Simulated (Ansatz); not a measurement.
# Relaxing a trial structure of CH3AlClGe+

The starting geometry of this gas-phase singlet was optimised with GFN2-xTB.

```xyz
7

C     0.7376   -2.6173   -1.4259
Al    0.5686   -0.9224   -0.4733
Cl   -1.1327    2.4185   -0.1278
Ge    0.3815    1.4562    0.9231
H    -0.2302   -3.1297   -1.5315
H     1.4146   -3.3230   -0.9207
H     1.1292   -2.4810   -2.4453
```

Q: Predict what becomes of its bonds when it is optimised with B3LYP-D3(BJ)/def2-SVP.

A: A new bond forms, giving a structure with Cl3 bridging Al2 and Ge4, given below by its coordinates. Distances that change by over a tenth: Cl3–Ge4 (2.08 → 2.42 Å). Contacts that close: Al2–Cl3 (3.77 → 2.34 Å).

The energy falls by 0.38 eV over 23 steps:

```
step  E − E(last) (eV)
   1             0.384
   3             0.280
   6             0.242
   8             0.198
  11             0.107
  13             0.032
  16             0.000
  18             0.000
  21             0.000
  23             0.000
```

Final geometry (Å):

```yaml
atoms:
  - { symbol: C, position_ang: [0.6185, -2.3323, -1.3511] }
  - { symbol: Al, position_ang: [0.6410, -0.7622, -0.2306] }
  - { symbol: Cl, position_ang: [-0.7627, 1.0171, -0.8323] }
  - { symbol: Ge, position_ang: [0.5583, 1.3888, 1.1555] }
  - { symbol: H, position_ang: [-0.4022, -2.7503, -1.3801] }
  - { symbol: H, position_ang: [1.3110, -3.1047, -0.9828] }
  - { symbol: H, position_ang: [0.9048, -2.0553, -2.3801] }
```

Frequencies at the end are all real (lowest 62 cm⁻¹). Run with Ansatz 0.2.0, 100 s on 1 thread of Intel(R) Xeon(R) Platinum 8259CL CPU @ 2.50GHz (Skylake/Cascade Lake), on a shared host.
